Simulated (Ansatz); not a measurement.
`[Cl][Al]([Br])[Br]` + H₂ → `[Br][AlH][Br]` + HCl at 600 K and 1 bar (hydrogenolysis of the Al–Cl bond).

Computed with Ansatz on PBE0-D4/def2-TZVP structures; ΔE is electronic, products minus reactants. CCSD(T)/CBS adds triple-zeta CCSD(T) − MP2 to the extrapolated MP2 energy (def2 sets, frozen cores). This one scheme is used for every species. For Br outer-core shells are correlated without core-valence functions, which leaves a few kJ/mol of doubt a bond. Scalar relativity is left out up to krypton.

```tsv
species	CCSD(T)/CBS energy (Eh)	H − E (kJ/mol)	S (J/(mol·K))
`[Cl][Al]([Br])[Br]`	-5848.64059	51.6	400.5
H₂	-1.17544	43.9	150.8
`[Br][AlH][Br]`	-5389.38299	59.3	359.9
HCl	-460.38127	35.4	207.2
```

H − E and S are ideal-gas, rigid-rotor, harmonic terms from PBE0-D4/def2-TZVP. The MP2-based limit puts H₂ 0.8 mEh under its directly extrapolated value; such offsets cancel only in part. 1 Eh = 2625.50 kJ/mol, R = 8.31446 J/(mol·K).

Question: By hand: ΔE, ΔH, ΔS and ΔG.

Answer: ΔE = (-5389.38299) + (-460.38127) − (-5848.64059) − (-1.17544) = 0.05177 Eh = 135.9 kJ/mol. Δ(H − E) = 59.3 + 35.4 − 51.6 − 43.9 = -0.8, so ΔH = 135.1 kJ/mol. ΔS = 359.9 + 207.2 − 400.5 − 150.8 = 15.8 J/(mol·K). ΔG = 135.1 − 600 × (15.8)/1000 = 125.6 kJ/mol.

Question: By hand: the equilibrium constant, and the temperature at which ΔG would vanish if ΔH and ΔS stayed fixed.

Answer: log₁₀ K = −ΔG/(RT ln 10) = -10.9. ΔG = 0 at ΔH/ΔS = 8551 K, far beyond where these terms or the molecules hold.

ΔH outweighs TΔS. A doubt of 5 kJ/mol in ΔE shifts log₁₀ K by 0.4 here. These are equilibria of isolated gas molecules and say nothing of rates. Largest T1 diagnostic: 0.007 (customary marks: 0.02 for closed shells, 0.045 for open ones).
